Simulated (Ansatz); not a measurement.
Single points on TiCl₄.

```yaml
crystal:
  periodic: [false, false, false]
  atoms:
    - {symbol: Ti, position_ang: [0.000004, -0.000005, 0.000001]}
    - {symbol: Cl, position_ang: [0.009840, -0.015095, 2.172689]}
    - {symbol: Cl, position_ang: [2.045195, 0.010001, -0.733474]}
    - {symbol: Cl, position_ang: [-1.031759, 1.776546, -0.707261]}
    - {symbol: Cl, position_ang: [-1.023270, -1.771458, -0.731954]}
basis:
  gaussian: {orbitals: def2-TZVP, initial_orbitals: start.molden}
hamiltonian: {xc: pbe}
correlation: {method: rpa}
scf: {omitted_lower_state_checks: [starts]}
```

The file start.molden holds the orbitals of an earlier run on this structure, at another level or in another basis.

```sh
$ ansatz run in.yaml --threads 2 --pin off --events-out ev --progress --plain --max-ram 4352MiB
```

It prints (some lines left out):

```
Functional definition: PBE
1258 factors; integrals over basis functions are off by at most 5.7e-4 eV
mean field evaluation 1: about -73188.8796 eV, gradient 1.7e1 eV
mean field evaluation 2: about -73189.0923 eV, gradient 3.4e-1 eV
mean field evaluation 4: about -73189.0883 eV, gradient 4.8e-4 eV
mean field evaluation 8: about -73189.0883 eV, gradient 8.6e-7 eV
mean field -73189.08830228 eV, -2689.6493857630 hartree, gradient 2.1e-6 eV, S^2 0.000000; 0 other end points of the search recorded, 0 dependent functions left out
25 core orbitals not correlated: weight in the atoms' cores, before any rotation towards them, 1.000 or more for the frozen orbitals, at most 0.000 for the correlated occupied ones
reference -73105.87005320 eV, -2686.5911715167 hartree; 20, 20 occupied and 148, 148 virtual orbitals, 1258 factors
Total energy: -73155.19806427 eV, -2688.4039424879 hartree
Checks for a lower state left out: starts
```

Hardware: 2 threads of Intel Xeon 6975P-C on a shared host. Wall time 5.5 s.

The first input with `gaussian: {orbitals: def2-TZVPD, initial_orbitals: start.molden}`, `hamiltonian: {xc: r2scan, dispersion: d4}`, `output: {orbitals: {seedname: orbitals}}` and without the key `correlation` (abridged; 7.5 s):

```
Functional definition: r2SCAN
mean field -73211.47484233 eV, -2690.4720759355 hartree, gradient 1.3e-5 eV, S^2 0.000000
Total energy: -73211.52913047 eV, -2690.4740709880 hartree
Checks for a lower state left out: starts
```

First input, but with `hamiltonian: {xc: {text: "exchange = 0.50*pbe_x + 0.50*exact_x\ncorrelation = pbe_c"}}`, `output: {orbitals: {seedname: orbitals}}` and without the key `correlation` (abridged; 4.5 s):

```
Functional definition: unnamed
mean field -73197.18112305 eV, -2689.9467914409 hartree, gradient 5.9e-5 eV, S^2 0.000000
Total energy: -73197.18114712 eV, -2689.9467923252 hartree
Checks for a lower state left out: starts
```

As the first input, with `hamiltonian: {xc: {name: wB97X-V}}`, `output: {orbitals: {seedname: orbitals}}` and without the key `correlation` (abridged; 10 s):

```
Functional definition: wB97X-V
mean field -73203.72844586 eV, -2690.1874011161 hartree, gradient 1.6e-5 eV, S^2 0.000000
Total energy: -73203.72844367 eV, -2690.1874010356 hartree
Checks for a lower state left out: starts
```

The first input with `hamiltonian: {xc: {name: BLYP}, dispersion: d4}`, `output: {orbitals: {seedname: orbitals}}` and without the key `correlation` (abridged; 2.4 s):

```
Functional definition: BLYP
mean field -73216.02494843 eV, -2690.6392892507 hartree, gradient 1.5e-5 eV, S^2 0.000000
Total energy: -73216.52083422 eV, -2690.6575127174 hartree
Checks for a lower state left out: starts
```

The first input with `hamiltonian: {xc: {text: "exchange = 0.85*pbe_x + 0.15*exact_x\ncorrelation = pbe_c"}}`, `output: {orbitals: {seedname: orbitals}}` and without the key `correlation` (abridged; 4 s):

```
Functional definition: unnamed
mean field -73191.33846915 eV, -2689.7320778703 hartree, gradient 3.4e-5 eV, S^2 0.000000
Total energy: -73191.33850907 eV, -2689.7320793372 hartree
Checks for a lower state left out: starts
```

The first input with `hamiltonian: {xc: r2scan, dispersion: d4}`, `output: {forces: true, orbitals: {seedname: orbitals}}` and without the key `correlation` (abridged; 4.6 s):

```
Functional definition: r2SCAN
mean field -73211.43018123 eV, -2690.4704346707 hartree, gradient 2.0e-5 eV, S^2 0.000000
Total energy: -73211.48444866 eV, -2690.4724289617 hartree
Atom 0 force    -0.000004     0.000007     0.000016 eV/Å
Atom 1 force     0.000003    -0.000006    -0.000255 eV/Å
Atom 2 force    -0.000222    -0.000008     0.000084 eV/Å
Atom 3 force     0.000106    -0.000182     0.000072 eV/Å
Atom 4 force     0.000118     0.000189     0.000084 eV/Å
Dipole moment:     0.000001    -0.000001    -0.000001 e Å
Checks for a lower state left out: starts
```

Geometry: PBE-D4/def2-SVP.

Correlated methods freeze 25 core orbitals; core or outer-core shells of Ti are correlated, in sets that lack core-valence functions.
